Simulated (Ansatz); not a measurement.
Start from `CC(C)BN` and change one atom or group to get `CC(C)BO`.

Ansatz, PBE0-D4/def2-TZVP geometries, multiplicity 1. Each molecule was computed in one conformer, which needn't be the lowest.

```csv
property,`CC(C)BN`
LUMO energy (PBE0/def2-TZVPP) / eV,0.67
HOMO–LUMO gap (B3LYP/def2-TZVPP) / eV,8.20
HOMO energy (ωB97M-V/def2-TZVPP) / eV,-10.24
size of the dipole moment (PBE/def2-TZVPP) / D,1.81
"ideal-gas entropy at 298 K and 1 bar (rigid rotor, harmonic PBE0-D4/def2-TZVP) / J/(mol·K)",337
size of the dipole moment (B3LYP/def2-TZVPP) / D,1.74
```

What does the change do to each property? (Estimate.)

Ansatz gave: 
```json
{"property": "LUMO energy (PBE0/def2-TZVPP) / eV", "`CC(C)BO`": "0.13", "shift": "-0.54"}
{"property": "HOMO–LUMO gap (B3LYP/def2-TZVPP) / eV", "`CC(C)BO`": "7.73", "shift": "-0.47"}
{"property": "HOMO energy (ωB97M-V/def2-TZVPP) / eV", "`CC(C)BO`": "-10.33", "shift": "-0.09"}
{"property": "size of the dipole moment (PBE/def2-TZVPP) / D", "`CC(C)BO`": "1.79", "shift": "-0.02"}
{"property": "ideal-gas entropy at 298 K and 1 bar (rigid rotor, harmonic PBE0-D4/def2-TZVP) / J/(mol·K)", "`CC(C)BO`": "338", "shift": "1"}
{"property": "size of the dipole moment (B3LYP/def2-TZVPP) / D", "`CC(C)BO`": "1.80", "shift": "0.06"}
```

With PBE0 the HOMO falls by 0.08 eV and the LUMO falls by 0.54 eV, so the gap narrows by about 0.46 eV. PBE moves the HOMO by -0.04 eV and ωB97M-V by -0.09 eV. The zero-point energy changes by -33.0 kJ/mol with -3 modes. Dipoles are sizes alone; their direction can turn. Modes under 60 cm⁻¹, often nearly free rotors, make the harmonic entropy too high.

B3LYP here is the variant with VWN-RPA as its local correlation; programs differ in this.
